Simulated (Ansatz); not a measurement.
The cluster Ge₃Se₃ was relaxed with PBE0-D4 (def2-SVP, def2-SVPD) in Ansatz in these states: charge -1 doublet, neutral quintet, neutral singlet, neutral triplet. The geometries follow in no particular order.

A:

```xyz
6

Ge    0.500    0.615    1.305
Ge   -2.108    1.144   -0.841
Ge    0.445   -1.128   -0.928
Se    2.120   -1.150    0.846
Se    0.489    1.381   -1.090
Se   -1.446   -0.862    0.708
```

B:

Cartesian coordinates in Å:
```
Ge 1.016 0.776 -0.983
Ge -1.846 -1.163 -1.267
Ge -0.126 -0.216 1.593
Se 1.887 1.188 1.295
Se 0.499 -1.699 -0.433
Se -1.429 1.113 -0.205
```

C:

```xyz
6

Ge    1.587   -0.054   -0.256
Ge   -1.076    2.168   -0.511
Ge   -0.992   -1.146    0.539
Se    1.133   -2.283    0.538
Se   -0.601    0.145   -1.747
Se   -0.052    1.169    1.437
```

D:

```xyz
6

Ge    1.9145    0.8512   -0.6746
Ge   -2.0919    0.6434   -0.8684
Ge   -0.2604   -1.0881    0.6698
Se    2.0019   -0.8508    1.1925
Se   -0.0962   -0.4674   -1.7573
Se   -1.4679    0.9117    1.4380
```

**Question.** Judge from the bond lengths which geometry belongs to which state (an estimate).

**Answer.** A is the neutral triplet (Ge1–Se6 2.515 Å, Ge2–Se6 2.620 Å, Ge2–Se5 2.620 Å); B is the charge -1 doublet (Ge1–Se6 2.588 Å, Ge2–Se6 2.546 Å, Ge2–Se5 2.546 Å); C is the neutral singlet (Ge1–Se6 2.655 Å, Ge2–Se6 2.418 Å, Ge2–Se5 2.418 Å); D is the neutral quintet (Ge1–Se6 3.988 Å, Ge2–Se6 2.404 Å, Ge2–Se5 2.451 Å).
